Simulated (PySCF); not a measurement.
**Structure elucidation problem**

The spectra below were simulated for a compound C₁₀H₁₈.

1H NMR (400 MHz, computed): δ 5.54 (m, 1H), 5.48 (m, 1H), 3.52 (m, 1H), 2.05 (m, 2H), 1.83 (m, 1H), 1.70 (m, 2H), 1.67 (m, 1H), 1.16 (s, 9H).

13C{1H} NMR (computed): δ 145.6 (CH), 144.4 (CH), 39.8 (CH), 35.6 (C), 33.8 (CH3), 33.3 (CH2), 21.6 (CH2).

- GIAO PBE/pcSseg-1 shieldings
- geometry: PBE0-D3(BJ)/def2-SVP
- code: PySCF 2.14.0 with density-fitted response routines
- relativity neglected, one conformer, gas phase, one averaged value for each set of equivalent atoms

δ = σ(ref) − σ, references computed at the same level: 1H, 13C against TMS.

Deduce the structure.

Answers


1. Rings plus π bonds: 2 (1 ring in the answer).
2. 7 carbon signals for 10 carbons: some carbons are equivalent by symmetry or fast rotation.
3. Carbon types of the structure: 1 × C, 3 × CH, 3 × CH2, 3 × CH3, which accounts for all hydrogens.
4. δC 145.6, 144.4: alkene CH; an sp2 carbon of a C=C bond.
5. δC 39.8: allylic sp3 CH; a saturated carbon with 3 carbon neighbours and no heteroatom attached.
6. δC 35.6: allylic quaternary sp3 carbon; aliphatic region, no heteroatom directly attached.
7. δC 33.8: methyl carbon; a saturated carbon with 1 carbon neighbour and no heteroatom attached.
8. δC 33.3, 21.6: sp3 CH2 in a ring; a saturated carbon with 2 carbon neighbours and no heteroatom attached.
9. δH 5.54, 5.48: hydrogen on an alkene CH; a vinylic proton, deshielded by the sp2 carbon and the C=C anisotropy.
10. δH 2.05, 1.83, 1.70, 1.67: hydrogen on an sp3 CH2 in a ring.

Structure: `InChI=1S/C10H18/c1-10(2,3)8-7-9-5-4-6-9/h7-9H,4-6H2,1-3H3/b8-7-`.

The shifts were computed for this structure.

Shifts are as computed. Against solution values, carbons near 30 ppm lie about +2 ppm off and those near 130 ppm about +2 ppm. Of 1211 compounds with measured shifts, 218 miss one by over three times the rms of a fit or turn the order of signals round; such compounds aren't used in these exercises. No couplings were computed; multiplicities are counted from neighbouring protons, with m where these are inequivalent, close in shift, in a saturated or five-membered ring or joined by F or P, and br s for small geminal =CH2 splittings.
